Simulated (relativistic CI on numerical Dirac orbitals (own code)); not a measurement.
## Crystal-field levels of Pd+, 4d9

Calculated by Dirac-Coulomb-Breit CI, separate exchange-only KLI orbitals for each configuration, a model potential for QED, valence Slater integrals scaled by 0.9, one configuration in a parametric crystal field (own radial code).

Field parameters in Wybourne normalisation: D4h B²₀ = −7Ds, B⁴₀ = 21(Dq − Dt), B⁴₄ = 21√(5/14) Dq; Oh B⁴₀ = 21Dq, B⁴₄ = √(5/14) B⁴₀. The field is a parameter set, without covalency.

S and J are read from ⟨S²⟩ = S(S + 1) and ⟨J²⟩ = J(J + 1) of each level; they are not fictitious spins.

D4h, 10Dq = 20650, Ds = -1400, Dt = -490 cm⁻¹, the lowest 5 levels:

```csv
E (cm⁻¹),Degeneracy,Irrep,S,J
0.0,2,Γ6,0.50,2.20
8018,2,Γ7,0.50,2.22
26060,2,Γ7,0.50,2.46
27816,2,Γ6,0.50,1.89
29244,2,Γ7,0.50,1.92
```

Principal g values of the ground doublet: 2.00, 2.28, 2.28.

Oh, 10Dq = 7300 cm⁻¹, the lowest 3 levels:

```csv
E (cm⁻¹),Degeneracy,Irrep,S,J
0.0,4,Γ8,0.50,2.31
6283,2,Γ7,0.50,2.50
8623,4,Γ8,0.50,1.76
```

The free-ion ground term has S = 1/2. Every field shown keeps that spin.

Levels of this model without a field, named by their leading LS term: 2D_5/2 0, 2D_3/2 3356 cm⁻¹.
